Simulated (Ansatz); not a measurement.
System: CH7BO2Si (charge 0, singlet). SMILES: C[SiH2]B(O)O
Coordinates optimised at B3LYP-D3(BJ)/def2-TZVP (Ansatz, a first-principles code):
```xyz
12

C      2.2095     0.4441     0.2792
Si     0.8303    -0.7765    -0.1387
B     -0.9884     0.1312    -0.0397
O     -1.1591     1.4534     0.2890
O     -2.1060    -0.5970    -0.3110
H      2.2182     1.2844    -0.4193
H      3.1894    -0.0333     0.2290
H      2.0909     0.8431     1.2897
H      1.0587    -1.3231    -1.5018
H      0.8865    -1.9198     0.8094
H     -0.3432     1.9271     0.4720
H     -2.9192    -0.0788    -0.2378
```
Charge 0, spin multiplicity 1.

Wanted: vertical triplet-singlet gap, E(triplet) - E(singlet), in eV. Conventions: each state is the SCF solution reached for its charge and spin; six Cartesian d functions in 6-31G* and its kin unless marked 5d; non-relativistic; valence correlation only; dispersion terms only where a functional's name holds one; UHF or UKS for open shells; spin-orbit terms left out. CBS marks a two-point X^-3 extrapolation of the correlation energy; Hartree-Fock from the larger set. [CCSD(T)-MP2]/basis is that difference in the basis named. First-principles rows: single points at B3LYP-D3(BJ) geometries (Ansatz). Levels can end on unlike triplets.

| species | coefficient | E at HF/6-31G* (Ansatz), Eh | E at PBE/def2-TZVPD (Ansatz), Eh |
|---|---|---|---|
| charge 0, triplet | +1 | -505.15033 | -506.71444 |
| charge 0, singlet | -1 | -505.36687 | -506.90388 |

Coupled cluster (Ansatz) is a level with limits of its own, used here on species with T1 under 0.025 (0.045 for open shells) and stable references: RI-MP2/CBS(aug-cc-pV(T+d)Z,aug-cc-pV(Q+d)Z)+[CCSD(T)-MP2]/aug-cc-pV(T+d)Z. Value to compare with, RI-MP2/CBS(aug-cc-pV(T+d)Z,aug-cc-pV(Q+d)Z)+[CCSD(T)-MP2]/aug-cc-pV(T+d)Z (Ansatz): 5.78 eV. 1 Eh = 27.2114 eV.

Problem. Work the quantity out at each level, and compare with RI-MP2/CBS(aug-cc-pV(T+d)Z,aug-cc-pV(Q+d)Z)+[CCSD(T)-MP2]/aug-cc-pV(T+d)Z (Ansatz).

Solution. 
- HF/6-31G*: the sum of coefficient times E is 0.21654 Eh, or 5.892 eV. Result: 5.89 eV. Its difference against RI-MP2/CBS(aug-cc-pV(T+d)Z,aug-cc-pV(Q+d)Z)+[CCSD(T)-MP2]/aug-cc-pV(T+d)Z (Ansatz) is 0.11 eV.
- PBE/def2-TZVPD: the sum of coefficient times E is 0.18944 Eh, or 5.155 eV. Result: 5.15 eV. Its difference against RI-MP2/CBS(aug-cc-pV(T+d)Z,aug-cc-pV(Q+d)Z)+[CCSD(T)-MP2]/aug-cc-pV(T+d)Z (Ansatz) is -0.63 eV.
